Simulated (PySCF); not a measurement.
# Spin states and ions at one geometry of OsO3(OH)2

PySCF 2.14.0, RKS r2SCAN, Os def2-SVP with ECP60, O def2-SVP, H def2-SVP; non-relativistic Hamiltonian with scalar-relativistic core potentials where named; density fitting; no spin-orbit coupling; singlets restricted, open shells unrestricted. The geometry is relaxed for charge 0, singlet, vacuum:

```xyz
8

Os   -0.0373   -0.0373    0.1017
O     0.0327    0.0327    1.7999
O     1.5738   -0.3084   -0.4359
O    -0.3084    1.5738   -0.4359
O    -1.9222   -0.2969   -0.3270
H    -2.3361    0.5759   -0.4378
O    -0.2969   -1.9222   -0.3270
H     0.5759   -2.3361   -0.4378
```

Energies count from the relaxed state; an electron taken off or put on is at rest in vacuum. Charges and spins are Mulliken's.

Order these states by energy, lowest first.
A. charge -1, doublet, vacuum
B. charge +1, doublet, vacuum
C. charge 0, singlet, vacuum
D. charge 0, triplet, vacuum

A (-2.32 eV), C (0.00 eV), D (1.90 eV), B (11.27 eV).

How do charge and spin on the first atom follow?


```csv
state,spin squared,charge on Os1 (e),spin on Os1 (e),dipole about the centre of mass (D)
"charge 0, singlet, vacuum",0.00,1.29,0.00,0.58
"charge 0, triplet, vacuum",2.02,1.19,0.45,0.85
"charge +1, doublet, vacuum",0.81,1.39,-0.17,1.69
"charge -1, doublet, vacuum",0.75,1.08,0.56,0.08
```

With an electron taken off (doublet) the charges change, summed by element, by Os +0.10 e, O +0.78 e, H +0.12 e. The vertical ionisation energy is 11.27 eV, against −ε(HOMO) = 8.18 eV of the relaxed state. The level lies 3.1 eV too high, as is usual for semilocal functionals and global hybrids, which keep a self-interaction error.

With an electron put on (doublet) the charges change, summed by element, by Os -0.20 e, O -0.65 e, H -0.14 e. The vertical electron affinity is 2.32 eV, against −ε(LUMO) = 5.62 eV of the relaxed state. The basis has no diffuse functions, which an added electron needs. The added electron's level lies above zero.

Open shells may have lower solutions than those found. Hard to converge, so the more doubtful: charge +1, doublet, vacuum.

No frequency check is given that shows the relaxed geometry to be a minimum.
